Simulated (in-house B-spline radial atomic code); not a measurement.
A fraction x of an electron is moved 3d → 4d in Rb⁵⁺, starting from [Ar] 3d10 4s2 4p2 and keeping the highest spin. Computed with a radial B-spline atomic code at the basis-set limit: scalar-relativistic (X2C) B3LYP, spin-polarised, spherical fractional occupations, Fermi nucleus of rms radius 4.2036 fm.

Caution: exact exchange at fractional occupations of open shells leaves self-interaction of up to several eV.

```json
{"x": "0", "E(x) - E(0) (eV)": "0.0000", "3d down level (eV)": "-178.599", "4d up level (eV)": "-"}
{"x": "0.125", "E(x) - E(0) (eV)": "16.4489", "3d down level (eV)": "-180.596", "4d up level (eV)": "-48.277"}
{"x": "0.25", "E(x) - E(0) (eV)": "33.0794", "3d down level (eV)": "-182.585", "4d up level (eV)": "-48.816"}
{"x": "0.375", "E(x) - E(0) (eV)": "?", "3d down level (eV)": "?", "4d up level (eV)": "?"}
{"x": "0.5", "E(x) - E(0) (eV)": "?", "3d down level (eV)": "?", "4d up level (eV)": "?"}
{"x": "0.625", "E(x) - E(0) (eV)": "84.0551", "3d down level (eV)": "-188.512", "4d up level (eV)": "-50.417"}
{"x": "0.75", "E(x) - E(0) (eV)": "101.4067", "3d down level (eV)": "-190.475", "4d up level (eV)": "-50.945"}
{"x": "0.875", "E(x) - E(0) (eV)": "118.9372", "3d down level (eV)": "-192.430", "4d up level (eV)": "-51.471"}
{"x": "1", "E(x) - E(0) (eV)": "136.6462", "3d down level (eV)": "-194.379", "4d up level (eV)": "-51.995"}
```

(1) What belongs in the row x = 0.375?

(2) What belongs in the row x = 0.5?

(3) Check Janak's theorem between x = 0.125 and 0.25.

Answers

(1) An energy change of 49.8909 eV; 3d down at -184.568 eV, 4d up at -49.352 eV.

(2) An energy change of 66.8830 eV; 3d down at -186.543 eV, 4d up at -49.886 eV.

(3) The slope of the energy is 133.04 eV; the orbital levels give 133.04 eV (ε of the receiving orbital less ε of the emptying one, averaged over the two points).
